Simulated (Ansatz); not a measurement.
CH$_{6}$BNO, SMILES `CNBO` at its PBE0-D4/def2-TZVP geometry, where that method's forces vanish. Total charge 0; spin multiplicity 1.

```xyz
10

C    -0.7760   -0.3787    1.2072
N     0.2312   -0.4314    0.1796
B     0.3824    0.4696   -0.8751
O     1.4032    0.2693   -1.7721
H    -0.3383   -0.2809    2.2064
H    -1.4150    0.4887    1.0372
H    -1.4132   -1.2694    1.2038
H     0.8771   -1.2026    0.2500
H    -0.3757    1.3977   -0.9807
H     1.4243    0.9377   -2.4565
```

Task: What forces (eV/Å) does B3LYP-D4/def2-TZVPP give on these atoms in Ansatz 0.2.0? (Estimate.)

Result: Computed: 
```
C1  -0.227  0.017  0.227
N2   0.150 -0.045 -0.117
B3  -0.158  0.129  0.042
O4   0.080  0.020 -0.105
H5  -0.029 -0.009 -0.036
H6   0.024 -0.052  0.026
H7   0.023  0.039  0.013
H8   0.011 -0.010 -0.002
H9   0.084 -0.090  0.000
H10  0.042  0.001 -0.047
```

B3LYP here is the variant with VWN-RPA as its local correlation; programs differ in this.
